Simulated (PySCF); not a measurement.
Two species compared at the same levels of theory.

First species: C5H5NO3.
SMILES with atom numbers: `[CH3:1][O:2][C:3](=[O:4])[c:5]1[cH:6][cH:7][o:8][n:9]1` (hydrogens: H10, H11, H12 on C1; H13 on C6; H14 on C7)

Second species: FH6PSi2.
Cartesian coordinates in Å at the GFN2-xTB level; atoms count from 1:
```
atom  x, y, z in Å
F1     0.3688    1.0706   -1.8365
P2    -0.0584   -0.4013   -1.2004
Si3   -1.7324    0.3493    0.1050
Si4    1.6612   -0.5644    0.2428
H5    -1.3144    1.3712    1.0687
H6    -2.2270   -0.8344    0.8046
H7    -2.7508    0.8989   -0.7888
H8     2.8808   -0.6136   -0.5626
H9     1.7482    0.5493    1.1915
H10    1.4330   -1.8210    0.9531
```

Levels: CAM-B3LYP/def2-SVPD for dipole moment, HOMO energy, LUMO energy, HOMO–LUMO gap, static isotropic polarisability and electronic spatial extent ⟨r²⟩ about the centre of nuclear charge; TDDFT CAM-B3LYP/def2-SVPD for lowest singlet excitation; TDA CAM-B3LYP/def2-SVPD for lowest triplet excitation (Tamm–Dancoff); GFN2-xTB for rotational constant A and rotational constant C. Geometries: GFN2-xTB. Each structure is a single optimised conformer of the isolated species, non-relativistic unless stated; the electronic structure was computed with PySCF and density fitting.

Dipoles, sizes and rotational constants follow the conformer. The torsions of the flexible species, by atom-mapped SMILES:
- `[CH3:1][O:2][C:3](=[O:4])[c:5]1[cH:6][cH:7][o:8][n:9]1`: C1–O2–C3–O4 0°, O2–C3–C5–C6 180°

```csv
property,column X,column Y
dipole moment,1.00 D,1.79 D
HOMO energy,-9.54 eV,-8.41 eV
LUMO energy,-0.46 eV,-0.19 eV
HOMO–LUMO gap,9.08 eV,8.22 eV
lowest singlet excitation,5.36 eV,4.35 eV
lowest triplet excitation (Tamm–Dancoff),4.09 eV,3.53 eV
static isotropic polarisability,73.1 au,84.5 au
electronic spatial extent ⟨r²⟩ about the centre of nuclear charge,1251 bohr²,757 bohr²
rotational constant A,4.762 GHz,4.225 GHz
rotational constant C,0.875 GHz,1.702 GHz
```

**Question.** Which column belongs to which species?

**Answer.** Column X is the first species and column Y the second. The first has 14 atoms and 66 electrons, the second 10 and 58.

**Question.** How does each property change from the first species to the second?

**Answer.** dipole moment +0.79 D; HOMO energy +1.13 eV; LUMO energy +0.27 eV; HOMO–LUMO gap -0.86 eV; lowest singlet excitation -1.01 eV; lowest triplet excitation (Tamm–Dancoff) -0.56 eV; static isotropic polarisability +11.4 au; electronic spatial extent ⟨r²⟩ about the centre of nuclear charge -494 bohr²; rotational constant A -0.537 GHz; rotational constant C +0.827 GHz.

On the first: No computed singlet falls in the visible range (750 to 380 nm, 1.65 to 3.26 eV); S1 lies 2.10 eV above its blue end. The 8 singlets span 5.36 to 7.84 eV, and their oscillator strengths add up to 0.73.

On the second: In wavenumbers S1 is 35100 cm⁻¹ (1 eV = 8065.54 cm⁻¹). No computed singlet falls in the visible range (750 to 380 nm, 1.65 to 3.26 eV); S1 lies 1.09 eV above its blue end.
